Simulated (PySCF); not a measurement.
Compound: C3H5I.
Atom-mapped SMILES: `[CH2:1]=[CH:2][CH2:3][I:4]` (hydrogens: H5, H6 on C1; H7 on C2; H8, H9 on C3)

Theory: PySCF 2.14.0, PBE0-D3(BJ)/def2-SVP geometry optimisation, gas phase, def2 core potentials past Kr.

(1) Give the optimised bond lengths and angles.

Results:

(1) 
```
        bond  length (bohr)   order
       C1=C2          2.523  double
       C2–C3          2.795  single
       C3–I4          4.127  single
       C1–H5          2.069  single
       C1–H6          2.065  single
       C2–H7          2.071  single
C3–H8, C3–H9          2.073  single
```

Bonds in one row agree within 0.02 bohr and their mean is given. Orders are formal, as drawn. A selection of angles:
```
   angle  degrees
C2–C1–H5    121.4
C2–C1–H6    121.3
H5–C1–H6    117.2
C1–C2–C3    123.9
C1–C2–H7    119.8
C3–C2–H7    116.4
C2–C3–I4    111.6
C2–C3–H8    113.0
I4–C3–H8    105.2
I4–C3–H9    103.3
H8–C3–H9    110.0
```

Dihedral angles: C1–C2–C3–I4 -113° (anticlinal). The mirror-image conformer, all signs reversed, is as good.

The C–C distances run from 1.335 Å (C1=C2, drawn double) to 1.479 Å (C2–C3, drawn single), a spread of 0.144 Å. Of the pairs four or more bonds apart, H5···H8 is among the closest relative to their van der Waals radii: 2.46 Å, 102 % of the sum of Bondi's values.

Point group: C1 (no symmetry element, even within 0.4 Å). No PBE0-D3(BJ)/def2-SVP frequencies stand behind this structure, so it isn't proved a minimum. One conformer, not necessarily the lowest.
